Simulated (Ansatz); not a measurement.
CH4AlBO, 8 atoms. The species carries charge 0 and has multiplicity 1. The bonds changed during the relaxation, so this is another structure than the one it started from. All runs use 2 threads of an Arm Neoverse V2 on a shared host. Correlated methods freeze the cores. Open-shell runs search over several starts.

(1) Give the basis size and wall time and peak host memory of each of these runs in Ansatz. RKS B97M-V/def2-TZVPP energy; RKS r2SCAN-D4/def2-TZVPP energy and forces; UKS r2SCAN-D4/def2-TZVPP energy of the cation; RKS PBE0-D4/def2-SVP energy; direct RPA on PBE orbitals/def2-TZVPP energy; RKS PBE0-D4/def2-TZVP relaxation (14 steps); RKS PBE0-D4/def2-QZVPP energy; UKS PBE-D4/def2-TZVPP energy of the cation; UKS PBE0-D4/def2-TZVPP energy of the cation; UKS B2PLYP (frozen core)/def2-TZVPP energy of the cation; RKS ωB97M-V/def2-QZVPP energy; UKS B3LYP-D4/def2-TZVPP energy of the cation. (Best estimate.)

## Answers

(1) Computed: Other jobs shared the machine, so times are rough.

```
                                level                    job  functions  wall time  peak host memory (GiB)
                 RKS PBE0-D4/def2-SVP                 energy         80     0.85 s                    0.36
direct RPA on PBE orbitals/def2-TZVPP                 energy        191      3.8 s                    0.36
             RKS r2SCAN-D4/def2-TZVPP      energy and forces        191        4 s                    0.21
               RKS PBE0-D4/def2-QZVPP                 energy        361      5.5 s                    0.84
               UKS PBE0-D4/def2-TZVPP   energy of the cation        191        6 s                    0.45
                UKS PBE-D4/def2-TZVPP   energy of the cation        191        7 s                     0.4
                RKS B97M-V/def2-TZVPP                 energy        191      8.5 s                    0.25
              UKS B3LYP-D4/def2-TZVPP   energy of the cation        191      9.5 s                    0.45
             UKS r2SCAN-D4/def2-TZVPP   energy of the cation        191       15 s                    0.42
               RKS ωB97M-V/def2-QZVPP                 energy        361       16 s                       1
  UKS B2PLYP (frozen core)/def2-TZVPP   energy of the cation        191       17 s                    0.56
                RKS PBE0-D4/def2-TZVP  relaxation (14 steps)        154       36 s                     0.3
```

B3LYP here is the variant with VWN-RPA as its local correlation; programs differ in this.
